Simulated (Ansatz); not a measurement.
`C[Se]C#N` + NH₃ → `N#CN` + `C[SeH]` at 298.15 K and 1 bar (substitution at a C–Se bond).

Gas-phase electronic energies from Ansatz, PBE0-D4/def2-TZVP geometries. CBS: MP2 limit from def2 TZ/QZ plus the TZ coupled-cluster correction, frozen cores. This one scheme is used for every species. For Se outer-core shells are correlated without core-valence functions, which leaves a few kJ/mol of doubt a bond. Scalar relativity is left out up to krypton. Each species was taken in one conformer, which may not be the lowest.

```
   species  CCSD(T)/CBS energy (Eh)  H − E (kJ/mol)  S (J/(mol·K))
`C[Se]C#N`              -2533.28551           136.5          312.5
       NH₃                -56.50880           100.5          192.4
    `N#CN`               -148.62764           102.0          247.6
  `C[SeH]`              -2441.15625           129.5          267.5
```

H − E and S are ideal-gas, rigid-rotor, harmonic terms from PBE0-D4/def2-TZVP, for one conformer and one mirror image of each species. 1 Eh = 2625.50 kJ/mol, R = 8.31446 J/(mol·K).

**Question.** By hand: ΔE, ΔH, ΔS and ΔG.

**Answer.** ΔE = (-148.62764) + (-2441.15625) − (-2533.28551) − (-56.50880) = 0.01042 Eh = 27.4 kJ/mol. Δ(H − E) = 102.0 + 129.5 − 136.5 − 100.5 = -5.5, so ΔH = 21.9 kJ/mol. ΔS = 247.6 + 267.5 − 312.5 − 192.4 = 10.2 J/(mol·K). ΔG = 21.9 − 298.15 × (10.2)/1000 = 18.9 kJ/mol.

**Question.** By hand: the equilibrium constant, and the temperature at which ΔG would vanish if ΔH and ΔS stayed fixed.

**Answer.** log₁₀ K = −ΔG/(RT ln 10) = -3.3. ΔG = 0 at ΔH/ΔS = 2147 K, though so small a ΔS makes that figure unsure.

The number of gas molecules stays the same, so ΔS is small and ΔH decides. A doubt of 5 kJ/mol in ΔE shifts log₁₀ K by 0.9 here. Other conformers and mirror images would add mixing entropy, several J/(mol·K) or more a flexible species. These are equilibria of isolated gas molecules and say nothing of rates. Largest T1 diagnostic: 0.014 (customary marks: 0.02 for closed shells, 0.045 for open ones).
